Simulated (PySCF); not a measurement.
Sn(H)2(Br)(OMe) (CH5BrOSn), SMILES [Br][SnH2][O]C. Coordinates come from a B3LYP-D3(BJ)/def2-SVP optimisation. The structure was generated by enumeration; whether it is a known compound was not checked. The def2 effective core potentials stand for the cores of Sn; spin–orbit coupling is left out. The values are those of a single conformer.

Computed equilibrium geometry at B3LYP-D3(BJ)/def2-SVP (PySCF confirms it by a frequency run) as Cartesian coordinates in Å (one conformer of several):
```xyz
9

Sn     0.2413    -0.4401     0.7203
Br     0.6844     1.0627    -1.2550
O     -1.5394    -1.2726     0.4306
C     -2.6916    -0.4930     0.2050
H      1.3353    -1.7496     0.7031
H      0.1979     0.5648     2.1120
H     -2.9278     0.1825     1.0522
H     -3.5490    -1.1750     0.0750
H     -2.6124     0.1270    -0.7085
```
Charge 0, spin multiplicity 1.
